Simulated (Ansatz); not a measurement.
`C[O][In]([CH3])[Cl]` + H₂ → `[CH3][InH][Cl]` + CH₃OH  (hydrogenolysis of the In–O bond)

Computed with Ansatz on PBE0-D4/def2-TZVP structures; ΔE is electronic, products minus reactants. CCSD(T)/CBS adds triple-zeta CCSD(T) − MP2 to the extrapolated MP2 energy (def2 sets, frozen cores). This one scheme is used for every species. Functionals use def2-TZVPP. Elements past krypton have def2 core potentials. For In outer-core shells are correlated without core-valence functions, which leaves a few kJ/mol of doubt a bond. One conformer a species, not always the lowest.

```
          level  ΔE (eV)
         PBE-D4     0.15
           PBE0    -0.01
CCSD/def2-TZVPP     0.06
 MP2/def2-QZVPP     0.26
```

(1) What does CCSD(T)/CBS give? (Best estimate.)

Largest T1 diagnostic among the species: 0.014.

Results:

(1) The calculation gave: +0.20 eV. The listed levels differ from it by -0.05, -0.21, -0.14, 0.06 eV.

From PBE to PBE0 (25 % exact exchange), in def2-TZVPP and without D4, ΔE moves by −0.10 eV. The D4 term adds +0.09 eV with B3LYP and +0.05 eV with PBE0; it sums over pairs of atoms, weighted by their polarisabilities, and B3LYP, whose exchange is more repulsive, gets the larger term.

B3LYP here is the variant with VWN-RPA as its local correlation; programs differ in this.
